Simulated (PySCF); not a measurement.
Does the structure fit the spectrum?

A compound C6H14Si2 gives the data below (simulated from a calculation) and was assigned the structure `C1C[SiH]2CC[SiH]1CC2`.

¹³C{¹H} NMR (computed): δ 41.9 (CH), 35.7 (CH2), 32.7 (C), 24.7 (CH), 20.2 (CH3), 13.9 (CH3).

¹H NMR (400 MHz, computed): δ 3.99 (m, 1H), 3.97 (m, 1H), 3.84 (m, 1H), 3.76 (m, 1H), 2.17 (m, 1H), 1.51 (m, 1H), 1.45 (m, 1H), 1.32 (s, 3H), 1.27 (m, 1H), 1.26 (d, 3H).

Calculated, not measured (PySCF 2.14): geometry from GFN2-xTB, GIAO PBE0/pcSseg-1 shieldings. Gas phase, one averaged value for each set of equivalent atoms, single conformer, relativity neglected.

δ = σ(ref) − σ, references computed at the same level: TMS for ¹H (σ = 31.72 ppm) and ¹³C (σ = 186.93 ppm).

Question: Compare with the shifts computed for the proposed structure, pairing carbons in order of shift.

Answer: Atoms are numbered as in `[CH2:1]1[CH2:2][Si@H:3]2[CH2:4][CH2:5][Si@@H:6]1[CH2:7][CH2:8]2`. Hydrogens are named by the atom that carries them.

```json
{"atom": "C1", "computed for proposal": "4.8", "given list": "41.9", "difference": "-37.1"}
{"atom": "C2", "computed for proposal": "4.8", "given list": "35.7", "difference": "-30.9"}
{"atom": "C4", "computed for proposal": "4.8", "given list": "32.7", "difference": "-27.9"}
{"atom": "C5", "computed for proposal": "4.8", "given list": "24.7", "difference": "-19.9"}
{"atom": "C7", "computed for proposal": "4.8", "given list": "20.2", "difference": "-15.4"}
{"atom": "C8", "computed for proposal": "4.8", "given list": "13.9", "difference": "-9.1"}
```

The rms difference is 25.3 ppm and the largest -37.1 ppm at C1 (sp3 CH2 bonded to Si). The proposal also would give 1 carbon signal, not 6. The carbon types in order of shift don't match either: CH2, CH2, CH2, CH2, CH2, CH2 for the proposal against CH, CH2, C, CH, CH3, CH3 in the data. The proposal doesn't fit.

Question: Which isomer fits?

Answer: `C[C@@H]1[C@@H]2C[C@@]1(C)[SiH2][SiH2]2`.

Carbon types of the structure: 1 × C, 2 × CH, 1 × CH2, 2 × CH3, leaving 4 H on heteroatoms. δC 41.9: sp3 CH in a ring; saturated and bonded to C and H only. δC 35.7: sp3 CH2 in a ring; saturated and bonded to C and H only. δC 20.2, 13.9: methyl carbon; aliphatic region, no heteroatom directly attached. δH 1.45: hydrogen on an sp3 CH bonded to Si.

Other isomers checked: CC(C)(C)[SiH2]C#C[SiH3] (rms 45.1 ppm); [SiH3][SiH2]C1=CCCCC1 (rms 60.7 ppm).

This is the structure that produced the data.

Shifts are as computed. Against solution values, carbons near 30 ppm lie about +3 ppm off and those near 130 ppm about +5 ppm. Of 1309 compounds with measured shifts, 239 miss one by over three times the rms of a fit or turn the order of signals round; such compounds aren't used in these exercises. Multiplicities follow the n + 1 count of equivalent neighbours, as no J values were calculated; m marks all less simple cases, F and P coupling included.
